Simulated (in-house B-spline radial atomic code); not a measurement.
Results of a calculation; reference values are marked as such.
## Cu ion on Ga atom: potential, deflection and energy transfer

The pair potential comes from two frozen, spherical free-atom densities (PBE, B-spline radial code, scalar-relativistic past argon): electrostatics plus the change in Thomas-Fermi kinetic and Dirac exchange energy where they overlap, the recipe behind the universal ZBL potential, which averages such potentials (from solid-state densities) over many pairs. It is written V = (Z1 Z2 e²/r) φ(r/a), with e² = 14.3996 eV·Å and a = 0.46850 Å/(Z1^0.23 + Z2^0.23); ZBL's fit is φ = 0.18175 e^(−3.1998x) + 0.50986 e^(−0.94229x) + 0.28022 e^(−0.4029x) + 0.02817 e^(−0.20162x). Where φ falls below 4e-4 it is continued as an exponential.

Masses 63.55 and 69.72 u.

| x = r/a | φ, this pair | φ, ZBL |
| --- | --- | --- |
| 0.1 | 0.8936 | 0.8928 |
| 0.5 | 0.6245 | 0.6096 |
| 1.5 | 0.3136 | 0.2995 |
| 3 | 0.1372 | 0.1292 |
| 5 | 0.05375 | 0.05224 |
| 8 | 0.0163 | 0.01705 |
| 12 | 0.004081 | 0.00474 |
| 17 | 0.001036 | 0.001212 |

Problem. At x = 4 the electrostatic, kinetic and exchange parts are -176.6, 2895.37 and -186.33 eV. Find r, V and φ.

Solution. a = 0.46850/(2.1695 + 2.2030) = 0.10715 Å, so r = 0.42859 Å. V = -176.6 + 2895.37 + (-186.33) = 2532.44 eV. The bare repulsion is 29 × 31 × 14.3996/0.42859 = 30204 eV, so φ = 0.0838, +4.5 % against ZBL's 0.0803. The kinetic (Pauli) term is 114 % of V here, as the other two terms together attract.

Problem. The ion comes in at 2.309 keV with impact parameter 0.2143 Å. The scattering integral gives a centre-of-mass angle of 120.8° and a closest approach of 5.364 a. What are the reduced energy, the energy passed on and the laboratory angles?

Solution. ε = E a M2/(Z1 Z2 e² (M1 + M2)) = 2309 × 4.3301e-06 = 0.01. The most that one collision can pass on is γE with γ = 4 M1 M2/(M1 + M2)² = 0.9979. Here T = γE sin²(θ/2) = 0.9979 × 2309 × 0.756 = 1742 eV. The ion turns by arctan(sin θ/(cos θ + M1/M2)) = 65.1°, and the struck atom leaves at (180° − θ)/2 = 29.6°. The closest approach is 0.575 Å. With ZBL the angle would be 119.98° and T = 1728 eV.
